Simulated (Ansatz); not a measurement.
The cluster Sc3⁻. Charge -1, multiplicity 3. Geometry r2SCAN-D4/def2-TZVP, that of the neutral doublet; atoms count from 1.

Cartesian coordinates in Å:
```
Sc 0.411 -0.303 1.543
Sc -1.607 0.055 -0.471
Sc 1.196 0.248 -1.072
```

The charge -1 triplet is spin-contaminated (final ⟨S²⟩ up to 3.25, 2.00 for a pure state). The structure comes from a short search, and lower isomers may exist.

Problem. Estimate the Mulliken populations from the PBE0/def2-TZVPD orbitals of Ansatz.

Solution. 
| atom | charge (e) | spin (α − β) | d electrons |
| --- | --- | --- | --- |
| Sc1 | -0.28 | 1.22 | 1.52 |
| Sc2 | -0.36 | 0.32 | 1.40 |
| Sc3 | -0.36 | 0.46 | 1.41 |
Mulliken values and Mayer orders depend strongly on the basis. With diffuse functions, as here, like atoms can get unlike values, and bond orders can come out too low or too high.

Problem. Where does the spin sit?

Solution. Summed by element: Sc 2.00, of 2 unpaired in all. Largest on single atoms: Sc1 1.22, Sc3 0.46, Sc2 0.32.

Problem. And the Mayer bond orders between bonded heavy atoms (over 0.3)?

Solution. Sc1–Sc2 1.45 (2.87 Å); Sc1–Sc3 1.52 (2.79 Å); Sc2–Sc3 1.60 (2.87 Å).
